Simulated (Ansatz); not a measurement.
CH₄BOS (`CO[B]S`) radical, relaxed with UKS PBE0-D4/def2-TZVP in Ansatz from a GFN2-xTB geometry. The force threshold is 0.005 eV/Å; the program also tests the step.

The species carries charge 0 and has multiplicity 2.

Start:

```xyz
8

C     0.066    1.438    0.163
O    -0.411    0.123    0.067
B     0.241   -1.004   -0.156
S    -0.717   -2.530   -0.203
H    -0.768    2.071    0.469
H     0.445    1.781   -0.804
H     0.866    1.508    0.905
H     0.277   -3.388   -0.441
```

```tsv
step	energy (eV)	largest force (eV/Å)	largest move (Å)
1	-14654.3374	0.357	0.000
2	-14654.3606	0.270	0.068
3	-14654.3767	0.243	0.103
4	-14654.3799	0.395	0.084
5	-14654.3832	0.136	0.019
6	-14654.3914	0.060	0.137
7 (rejected)	-14654.3095	1.169	0.195
8	-14654.3959	0.017	0.098
9 (rejected)	-14654.3935	0.330	0.098
10	-14654.3974	0.026	0.049
11	-14654.3978	0.104	0.049
12	-14654.3984	0.059	0.030
13	-14654.3985	0.003	0.009
14	-14654.3985	0.004	0.009
```

End:

```xyz
8

C     0.079    1.425    0.128
O    -0.474    0.184   -0.278
B     0.086   -0.989   -0.004
S    -0.639   -2.547   -0.534
H    -0.651    1.943    0.751
H     0.280    2.024   -0.761
H     1.004    1.278    0.690
H     0.315   -3.318    0.008
```

Run time 50 s (2 threads of an AMD EPYC 7R13 on a shared host); peak host memory 0.43 GiB.
